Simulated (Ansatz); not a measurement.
CH4BrFGe (`F[CH2][GeH2][Br]`). Charge 0, multiplicity 1.

Cartesian coordinates in Å:
```
F -0.913 1.407 1.188
C -0.242 0.210 1.006
Ge 0.140 -0.044 -0.911
Br 1.252 -2.069 -1.035
H -0.865 -0.607 1.378
H 0.690 0.235 1.576
H 1.080 1.035 -1.460
H -1.142 -0.167 -1.743
```

(1) What are the harmonic wavenumbers in cm⁻¹ at PBE0-D4/def2-TZVP (Ansatz, finite differences of forces, unscaled)? (Best estimate.)

(2) Is this a minimum?

(3) Give the ideal-gas thermochemistry at 298.15 K and 1 bar (rigid rotor, harmonic oscillator; point group Cs, symmetry number 1).

(4) And at 400, 500, 600, 800 and 1000 K?

Results:

(1) Ansatz gave: 60, 87, 247, 318, 440, 589, 619, 742, 843, 865, 1069, 1241, 1305, 1467, 2172, 2184, 3066, 3131.

(2) Yes, all 18 modes are real.

(3) Zero-point energy 122.3 kJ/mol; H(298) − E = 141.0 kJ/mol; entropy 348.5 J/(mol·K), of which translation 174.1, rotation 117.0, vibration 57.3; G(298) − E = 37.1 kJ/mol. Modes under 100 cm⁻¹ are hindered rotations or soft bends, so the harmonic entropy is rough.

(4) 
```json
{"T (K)": "400", "H − E (kJ/mol)": "150.8", "S (J/mol/K)": "376.8", "G − E (kJ/mol)": "0.1"}
{"T (K)": "500", "H − E (kJ/mol)": "161.8", "S (J/mol/K)": "401.3", "G − E (kJ/mol)": "-38.8"}
{"T (K)": "600", "H − E (kJ/mol)": "173.9", "S (J/mol/K)": "423.2", "G − E (kJ/mol)": "-80.1"}
{"T (K)": "800", "H − E (kJ/mol)": "200.4", "S (J/mol/K)": "461.3", "G − E (kJ/mol)": "-168.6"}
{"T (K)": "1000", "H − E (kJ/mol)": "229.3", "S (J/mol/K)": "493.5", "G − E (kJ/mol)": "-264.2"}
```
